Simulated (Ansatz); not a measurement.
CH4BFTe, SMILES `C[Te]BF`. The species carries charge 0 and has multiplicity 1. Te takes the def2 core potential.

```xyz
8

C     1.3632    0.3305   -0.1241
Te   -0.0817    0.1802    1.4511
B    -1.6820   -0.4063    0.1682
F    -2.8831   -0.6441    0.6640
H     0.8635    0.0919   -1.0610
H     1.7496    1.3464   -0.1520
H     2.1674   -0.3763    0.0646
H    -1.4969   -0.5223   -1.0108
```

Question: What are the harmonic wavenumbers in cm⁻¹ at PBE0-D4/def2-TZVP (Ansatz, finite differences of forces, unscaled)? (An estimate is asked.)

Answer: The calculation gave: 75, 142, 176, 290, 543, 599, 765, 854, 862, 1073, 1260, 1297, 1453, 1465, 2606, 3084, 3191, 3195.

Question: Is this a minimum?

Answer: Yes, all 18 modes are real.

Question: Give the ideal-gas thermochemistry at 298.15 K and 1 bar (rigid rotor, harmonic oscillator; point group Cs, symmetry number 1).

Answer: Zero-point energy 137.2 kJ/mol; H(298) − E = 155.2 kJ/mol; entropy 336.1 J/(mol·K), of which translation 173.2, rotation 111.1, vibration 51.8; G(298) − E = 55.0 kJ/mol. Modes under 100 cm⁻¹ are hindered rotations or soft bends, so the harmonic entropy is rough.

Question: And at 400, 500, 600, 800 and 1000 K?

Answer: 
```
T (K)  H − E (kJ/mol)  S (J/mol/K)  G − E (kJ/mol)
  400           164.6        362.9            19.4
  500           175.0        386.2           -18.1
  600           186.5        407.1           -57.8
  800           211.8        443.4          -142.9
 1000           239.6        474.4          -234.8
```
